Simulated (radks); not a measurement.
Task: The samarium ion Sm3+, configuration [Xe] 4f4.5 6s0.5 (fractional occupations, a model configuration). Method: Dirac Kohn-Sham, LDA (Slater exchange, Perdew-Wang correlation), spin-unpolarised, spherical densities, finite nucleus; open shells fill j = l - 1/2 first; Fermi nuclear charge, rms radius 5.0819 fm; computed with a radial shooting solver on a logarithmic mesh with Libxc functionals. Some entries of the table are withheld. Estimate them.

orbital,occ.,eigenvalue (hartree),<1/r> (bohr^-1),r(max) (bohr)
1s1/2,2,-1713.138,68.75,0.01450
2s1/2,2,-280.9979,16.34,0.08239
2p1/2,2,-266.5416,(1),(2)
2p3/2,4,-244.4175,(3),(4)
3s1/2,2,-62.64685,5.935,0.2341
3p1/2,2,-56.40719,5.854,(5)
3p3/2,4,-51.93074,5.407,(6)
3d3/2,4,-41.05892,5.283,0.1857
3d5/2,6,-40.08600,5.171,0.1890
4s1/2,2,-13.52367,2.484,0.5394
4p1/2,2,-11.12795,2.381,0.5448
4p3/2,4,-10.13198,2.229,0.5706
4d3/2,4,-6.17556,2.014,0.5812
4d5/2,6,-5.99631,1.976,0.5896
5s1/2,2,-2.73970,0.9821,1.237
5p1/2,2,(7),0.8787,1.340
5p3/2,4,(8),0.8270,1.409
4f5/2,4.5,-1.39024,1.477,0.5974
4f7/2,0,-1.36709,1.463,0.6020
6s1/2,0.5,-0.86126,0.4127,2.904

Result: 
(1) 2p1/2 <1/r> (bohr^-1): 16.33
(2) 2p1/2 r(max) (bohr): 0.06238
(3) 2p3/2 <1/r> (bohr^-1): 14.55
(4) 2p3/2 r(max) (bohr): 0.06802
(5) 3p1/2 r(max) (bohr): 0.2211
(6) 3p3/2 r(max) (bohr): 0.2331
(7) 5p1/2 eigenvalue (hartree): -2.05661
(8) 5p3/2 eigenvalue (hartree): -1.90383
